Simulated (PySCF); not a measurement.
Species: C7H10N2.
Atom-mapped SMILES: `[CH3:1][c:2]1[cH:3][cH:4][n:5][n:6]1[CH:7]1[CH2:8][CH2:9]1` (hydrogens: H10, H11, H12 on C1; H13 on C3; H14 on C4; H15 on C7; H16, H17 on C8; H18, H19 on C9)

Computed with PySCF at PBE0/pcSseg-1 and PBE0/def2-SVPD, non-relativistic, on one gas-phase PBE0-D3(BJ)/def2-SVP geometry that isn't relaxed in the solvent. The solvent is an IEF-PCM continuum (van der Waals radii × 1.2). Only the electrostatic response of the medium enters.

Gas phase at PBE0/pcSseg-1: HOMO -6.71 eV, LUMO 0.57 eV, dipole 2.58 D.

**Question.** What does the continuum do to the energy, the frontier levels and the dipole at PBE0/pcSseg-1 in acetone and water?

**Answer.** 
```
solvent      ε  E(solvent) − E(gas) (kcal/mol)  polarisation term (kcal/mol)  distortion of the solute (kcal/mol)  HOMO (eV)  LUMO (eV)  dipole (D)
acetone  20.49                           -5.44                         -6.49                                 1.05      -6.84       0.43        3.65
  water  78.36                           -5.83                         -7.05                                 1.22      -6.85       0.42        3.74
```

Polarisation term: ½ Σ q·V over the induced surface charges. Distortion: the rise of the solute's own energy as its density leaves the gas-phase optimum. From acetone to water the lowering changes by a factor 1.07, Onsager's factor (ε − 1)/(2ε + 1) by 1.06 and ε itself by 3.8.

**Question.** Which radius a makes the point-dipole formula ΔE = −[(ε − 1)/(2ε + 1)]·μ²/a³ give the value in water, with the gas-phase dipole?

**Answer.** μ = 1.016 au and |ΔE| = 0.00929 Eh give a = 2.01 Å; the farthest nucleus lies 3.48 Å from the centroid of the nuclei, so such a sphere wouldn't even hold the nuclei. The formula assumes a rigid point dipole at the centre of a sphere.

**Question.** Which Hirshfeld charges (PBE0/pcSseg-1) respond most in acetone (means over atoms taken as equivalent)?

**Answer.** 
| atoms | environment | gas (e) | solvent (e) | change |
| --- | --- | --- | --- | --- |
| N5 | pyridine-type nitrogen | -0.137 | -0.166 | -0.029 |
| C4 | aromatic CH next to a ring nitrogen | -0.038 | -0.051 | -0.013 |
| H15 | methine hydrogen | +0.054 | +0.066 | +0.012 |
| H16/H19 | methylene hydrogen | +0.050 | +0.058 | +0.008 |
| H10/H11/H12 | methyl hydrogen | +0.050 | +0.057 | +0.007 |
| H13 | aromatic hydrogen | +0.049 | +0.055 | +0.006 |

**Question.** Which Mayer bond orders change most in acetone?

**Answer.** 
```csv
bond,length (Å),gas,solvent,change
N6–C2,1.361,1.063,1.078,+0.015
C2–C3,1.387,1.365,1.354,-0.011
C1–C2,1.488,1.092,1.100,+0.008
C4–N5,1.325,1.518,1.510,-0.008
N6–C7,1.432,0.890,0.882,-0.008
C3–C4,1.409,1.361,1.368,+0.007
C1–H10,1.098,0.950,0.944,-0.006
C1–H11,1.102,0.936,0.930,-0.006
```

**Question.** How do the nuclear quadrupole coupling constants eQVzz/h respond in acetone?

**Answer.** 
```
  nucleus  Q (barn)  gas (MHz)  solvent (MHz)  η gas  η solvent
14N at N5   0.02044      -4.67          -4.50   0.72       0.78
14N at N6   0.02044      -3.48          -3.39   0.32       0.39
```

Gas phase at PBE0/def2-SVPD: HOMO -6.73 eV, LUMO 0.48 eV, dipole 2.56 D.

**Question.** What does the continuum do to the energy, the frontier levels and the dipole at PBE0/def2-SVPD in acetone?

**Answer.** 
```tsv
solvent	ε	E(solvent) − E(gas) (kcal/mol)	polarisation term (kcal/mol)	distortion of the solute (kcal/mol)	HOMO (eV)	LUMO (eV)	dipole (D)
acetone	20.49	-5.29	-6.44	1.15	-6.84	0.35	3.71
```

**Question.** How does the static polarisability (PBE0/def2-SVPD, frozen core, with the continuum's full static response) change?

**Answer.** 
```
 medium  isotropic (au)  principal values (au)  ⟨r²⟩ of the electrons (bohr²)
    gas            93.3      69.2, 97.8, 112.8                         1172.2
acetone           125.9     96.0, 134.0, 147.7                         1170.6
```

The isotropic value in acetone is 1.35 times the gas-phase one; no cavity-field correction is applied. ⟨r²⟩ is taken about the centre of nuclear charge.

Shape of the structure used: `[CH3:1][c:2]1[cH:3][cH:4][n:5][n:6]1[CH:7]1[CH2:8][CH2:9]1`: N5–N6–C7–C8 52°.
